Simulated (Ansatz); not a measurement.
C2H7BFN (`CCB(N)F`) at its PBE0-D4/def2-TZVP geometry, where that method's forces vanish. Total charge 0; spin multiplicity 1.

```
atom   x (Å)   y (Å)   z (Å)
  C1   1.180  -0.394   1.148
  C2   0.337  -0.657  -0.101
  B3  -0.907   0.294  -0.224
  N4  -1.244   1.008  -1.376
  F5  -1.719   0.438   0.842
  H6   0.572  -0.461   2.052
  H7   1.622   0.606   1.126
  H8   1.998  -1.112   1.241
  H9  -0.041  -1.688  -0.064
 H10   0.961  -0.602  -0.998
 H11  -2.059   1.596  -1.429
 H12  -0.700   0.971  -2.218
```

(1) For each bond, give half the difference of the two atoms' forces along it (eV/Å; positive pushes the atoms apart) under PBE-D4, r2SCAN-D4, B3LYP-D4, ωB97M-V in def2-TZVPP. (Estimate.)

Results:

(1) Computed: 
```csv
bond,length (Å),PBE-D4,r2SCAN-D4,B3LYP-D4,ωB97M-V
C1–C2,1.529,0.04,0.15,0.22,0.19
C1–H6,1.092,0.11,-0.04,-0.07,-0.08
C1–H7,1.093,0.11,-0.03,-0.06,-0.07
C1–H8,1.092,0.10,-0.04,-0.07,-0.08
C2–B3,1.571,-0.19,-0.11,-0.05,-0.06
C2–H9,1.098,0.13,-0.02,-0.08,-0.10
C2–H10,1.095,0.11,-0.02,-0.07,-0.09
B3–N4,1.396,0.03,0.08,0.02,0.07
B3–F5,1.348,0.43,0.13,0.18,0.20
N4–H11,1.006,0.18,-0.02,-0.01,-0.06
N4–H12,1.003,0.17,-0.02,-0.02,-0.05
```

B3LYP here is the variant with VWN-RPA as its local correlation; programs differ in this.
